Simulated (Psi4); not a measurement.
CHCl (SMILES [CH]Cl), singlet, geometry from GFN2-xTB. Base run: CCSD/def2-SVP in Psi4.

Input for Psi4:
```
memory 2 GB

molecule {
0 1
C    -1.02555045    0.51141695    0.04925011
Cl    0.46670147   -0.16319083   -0.01323040
H    -1.78062225   -0.29425759   -0.07058381
}

set {
  basis def2-svp
}

energy('ccsd')
print_variables()
```

Each row names what was changed in the base input (with any setting that the change needs).

```tsv
change	ΔE vs base (mEh)	MP2 correlation (Eh)	CC correlation without the perturbative part (Eh)	basis functions
base	0.000	-0.25632	-0.28507	37
puream = on	0.000	-0.25632	-0.28507	37
puream = off	-20.137	-0.26731	-0.29596	39
method = mp4	-6.114	-0.25632	-	37
method = mp2	28.872	-0.25624	-	37
method = mp2.5	?	-0.25624	-	37
method = cisd	22.138	-0.25632	-	37
freeze_core = on	?	?	?	37
method = ccsd(t)	-8.870	-0.25632	-0.28507	37
method = omp2	?	-0.25624	-	37
```

Problem. Fill in the missing entries.

Solution. 
- method = mp2.5, ΔE vs base (mEh): 17.510
- freeze_core = on, ΔE vs base (mEh): 9.862
- freeze_core = on, MP2 correlation (Eh): -0.24519
- freeze_core = on, CC correlation without the perturbative part (Eh): -0.27521
- method = omp2, ΔE vs base (mEh): 23.526
